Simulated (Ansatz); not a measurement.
`C/C([SiH3])=N\[SiH3]` + `B1CN1` → `[SiH3]N1BC1` + `C/C=N\[SiH3]`  (ligand exchange at the Si–C bond)

Computed with Ansatz on PBE0-D4/def2-TZVP structures; ΔE is electronic, products minus reactants. CCSD(T)/CBS is the MP2 limit (def2-TZVPP, def2-QZVPP) plus CCSD(T) − MP2 in def2-TZVPP, frozen cores. This one scheme is used for every species. Double bonds are as drawn, so ΔE can hold a change between cis and trans. DFT in def2-TZVPP. B3LYP here is the variant with VWN-RPA as its local correlation; programs differ in this.

```tsv
level	ΔE (kJ/mol)	difference from CCSD(T)/CBS
PBE-D4	-75.0	13.0
PBE0-D4	-81.4	6.6
B3LYP-D4	-86.8	1.2
ωB97M-V	-86.6	1.4
B2PLYP	-91.4	-3.4
PBE	-76.9	11.1
r2SCAN	-87.1	0.9
HF/def2-TZVPP	-109.7	-21.7
MP2/def2-TZVPP	-91.9	-3.9
SCS-MP2/def2-TZVPP	-94.3	-6.3
CCSD/def2-TZVPP	-91.7	-3.7
CCSD(T)/def2-TZVPP	-88.5	-0.5
HF/def2-QZVPP	-110.5	-22.5
SCS-MP2/def2-QZVPP	-94.2	-6.2
MP2/CBS(def2)	-91.4	-3.4
CCSD/CBS(def2)	-91.2	-3.2
CCSD(T)/CBS	-88.0	0
```

Largest T1 diagnostic among the species: 0.013.

The D4 term adds +3.1 kJ/mol with B3LYP and +1.9 kJ/mol with PBE0; it sums over pairs of atoms, weighted by their polarisabilities, and B3LYP, whose exchange is more repulsive, gets the larger term. In def2-TZVPP, CCSD(T) changes the Hartree–Fock value by +21.2 kJ/mol (the triples alone add +3.2 kJ/mol) and MP2 by +17.8 kJ/mol. From PBE to PBE0 (25 % exact exchange), in def2-TZVPP and without D4, ΔE moves by −6.3 kJ/mol.
